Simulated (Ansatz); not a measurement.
Saddle point of AlHBrClF₂, closed shell (AlClF₂ ([F][Al]([F])[Cl]) + HBr → AlBrF₂ ([F][Al]([F])[Br]) + HCl (still joined by a long Al–Cl bond); bonds formed: Cl2–H5; dative contacts that become bonds: Al1–Br6; bonds broken: H5–Br6; bonds weakened to dative contacts: Al1–Cl2), PBE0-D4/def2-TZVP structure:

Al1  (-0.428, -0.452, 0.252)
Cl2  (-0.644, 1.613, -0.565)
F3  (-1.083, -1.576, -0.740)
F4  (-0.683, -0.503, 1.867)
H5  (0.896, 1.086, -0.585)
Br6  (1.943, -0.168, -0.229)
(Å)

Energies are electronic, without zero-point energy. Barriers and step energies count from the start structure reached by relaxing down the imaginary mode; all methods use the PBE0-D4 structures, on which another method's saddle can fall below an end. Program: Ansatz 0.2.0. Basis: def2-TZVPP, with def2-QZVPP for the basis limit. Cores are frozen in the correlated methods. Filled d shells of the heavier atoms are correlated. The def2 sets are not built for correlating such inner shells, so the correlated values are less sure here. B3LYP uses VWN-RPA correlation. Extrapolation: Hartree–Fock as exp(−7.88 √X), correlation as X^−2.97.

```json
{"method": "SPW92", "barrier (kJ/mol)": "-8.7", "step energy (kJ/mol)": "-3.0"}
{"method": "PBE-D4", "barrier (kJ/mol)": "7.8", "step energy (kJ/mol)": "-1.1"}
{"method": "BLYP-D4", "barrier (kJ/mol)": "20.1", "step energy (kJ/mol)": "1.2"}
{"method": "r2SCAN-D4", "barrier (kJ/mol)": "14.8", "step energy (kJ/mol)": "-0.6"}
{"method": "B97M-V", "barrier (kJ/mol)": "32.7", "step energy (kJ/mol)": "3.4"}
{"method": "PBE0-D4", "barrier (kJ/mol)": "19.2", "step energy (kJ/mol)": "-2.0"}
{"method": "B3LYP-D4", "barrier (kJ/mol)": "28.4", "step energy (kJ/mol)": "0.3"}
{"method": "r2SCAN0-D4", "barrier (kJ/mol)": "23.3", "step energy (kJ/mol)": "-1.7"}
{"method": "BHLYP-D4", "barrier (kJ/mol)": "42.6", "step energy (kJ/mol)": "-0.8"}
{"method": "CAM-B3LYP-D4", "barrier (kJ/mol)": "34.8", "step energy (kJ/mol)": "0.1"}
{"method": "wB97X-V", "barrier (kJ/mol)": "36.8", "step energy (kJ/mol)": "-0.6"}
{"method": "wB97M-V", "barrier (kJ/mol)": "34.9", "step energy (kJ/mol)": "-1.6"}
{"method": "B2PLYP", "barrier (kJ/mol)": "?", "step energy (kJ/mol)": "-0.4"}
{"method": "PBE-QIDH", "barrier (kJ/mol)": "?", "step energy (kJ/mol)": "-2.4"}
{"method": "RPA on PBE", "barrier (kJ/mol)": "37.6", "step energy (kJ/mol)": "1.2"}
{"method": "HF", "barrier (kJ/mol)": "?", "step energy (kJ/mol)": "-1.4"}
{"method": "MP2", "barrier (kJ/mol)": "29.9", "step energy (kJ/mol)": "-1.3"}
{"method": "CCSD", "barrier (kJ/mol)": "46.0", "step energy (kJ/mol)": "0.1"}
{"method": "CCSD(T)", "barrier (kJ/mol)": "37.9", "step energy (kJ/mol)": "-0.3"}
```

Fill in the withheld barriers. (An estimate is asked for; the value comes from the calculation.)

Computed: HF 75.6; PBE-QIDH 28.3; B2PLYP 32.2 kJ/mol. Each is the energy of the saddle less that of the start structure, by the same method.

For comparison, the barrier by CCSD(T) at an estimated basis limit (MP2 extrapolated from triple and quadruple zeta, plus CCSD(T) − MP2 in triple zeta) is 35.4 kJ/mol.

The T1 diagnostic stays at or below 0.010.

Labels in which every atom is bracketed show which atoms are joined, not bond orders.

For scale, one of the runs: CCSD(T)/def2-TZVPP, 208 basis functions, launched by `ansatz run in.yaml --threads 4 --pin off --events-out ev --progress --plain --max-ram 9574MiB`. The run took 2.6 min on 4 CPU threads of an Intel Xeon (shared host), with 2.9 GiB of host memory at its peak.
